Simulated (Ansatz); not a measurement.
**A cut through the energy surface**

BSnH₆O (SMILES [BH2][SnH2][OH2+]) (charge +1), closed shell, at its PBE0-D4/def2-TZVP minimum:

```json
{"atom": "B1", "x (Å)": "-1.2935", "y (Å)": "0.5564", "z (Å)": "-1.2881"}
{"atom": "Sn2", "x (Å)": "0.5900", "y (Å)": "0.7064", "z (Å)": "-0.0897"}
{"atom": "O3", "x (Å)": "0.4793", "y (Å)": "-1.2015", "z (Å)": "1.0624"}
{"atom": "H4", "x (Å)": "-2.0339", "y (Å)": "-0.3499", "z (Å)": "-1.0816"}
{"atom": "H5", "x (Å)": "-1.5036", "y (Å)": "1.3965", "z (Å)": "-2.1001"}
{"atom": "H6", "x (Å)": "0.7105", "y (Å)": "1.7332", "z (Å)": "1.2535"}
{"atom": "H7", "x (Å)": "2.1053", "y (Å)": "0.3042", "z (Å)": "-0.7293"}
{"atom": "H8", "x (Å)": "1.2545", "y (Å)": "-1.6201", "z (Å)": "1.4572"}
{"atom": "H9", "x (Å)": "-0.3087", "y (Å)": "-1.5253", "z (Å)": "1.5157"}
```

The dihedral angle H4–B1–Sn2–O3 (5.3° at the minimum) is set to the values below, the two halves turning rigidly about the central bond. Each method's energies count from its own value at the PBE0-D4 minimum structure. Program: Ansatz 0.2.0. Basis: def2-TZVPP. Cores are frozen in the correlated methods. Filled d shells of the heavier atoms are correlated. Core potentials replace the inner electrons of the atoms past krypton. The def2 sets are not built for correlating such inner shells, so the correlated values are less sure here.

CCSD(T) energies along the scan:
| dihedral angle (°) | CCSD(T) (eV) |
| --- | --- |
| 24.4 | 0.0168 |
| 50.1 | 0.0808 |
| 75.8 | 0.1494 |
| 101.6 | 0.1678 |
| 127.3 | 0.1203 |
| 153.0 | 0.0468 |
| 178.7 | 0.0026 |
They count from the CCSD(T) energy at the PBE0-D4 minimum.

Largest difference from the CCSD(T) curve over the scan: r2SCAN-D4 0.0434; PBE0-D4 0.0171; wB97M-V 0.0005; MP2 0.0030 eV. Each curve counts from its own value at the minimum.

The T1 diagnostic stays at or below 0.012.

For scale, one of the runs: CCSD(T)/def2-TZVPP, 196 basis functions, launched by `ansatz run in.yaml --threads 2 --pin off --events-out ev --progress --plain --max-ram 4352MiB`. The run took 110 s on 2 CPU threads of an Intel Xeon Platinum 8259CL (shared host), with 2.6 GiB of host memory at its peak.
